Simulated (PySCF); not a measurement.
Mg(F)(iPr) (C₃H₇FMg), SMILES [Mg]([F])[CH](C)C. Heavy atoms are numbered as in [Mg:1]([F:2])[CH:3]([CH3:4])[CH3:5]. Hydrogens are named by the atom that carries them.

Geometry: PBE-D3(BJ)/def2-SVP. The structure was generated by enumeration; whether it is a known compound was not checked. The values are those of a single conformer.

Level of theory: PBE/pcSseg-1 in PySCF.

GIAO shieldings, no solvent; atoms alike by connectivity are averaged. δ = σ(ref) − σ: ¹⁹F against CFCl3 (σ = 133.6 ppm); ¹³C against TMS (σ = 182.0 ppm); ¹H against TMS (σ = 31.49 ppm), references at their B3LYP-D3(BJ)/def2-TZVP geometries, non-relativistic.

Computed chemical shifts:
```tsv
nucleus	atoms	count	δ (ppm)
¹⁹F	F2	1	-238.3
¹³C	C4 (CH3)	2	31.2
¹³C	C3 (CH)	1	22.7
¹H	H on C4	6	2.08
¹H	H on C3	1	1.52
```
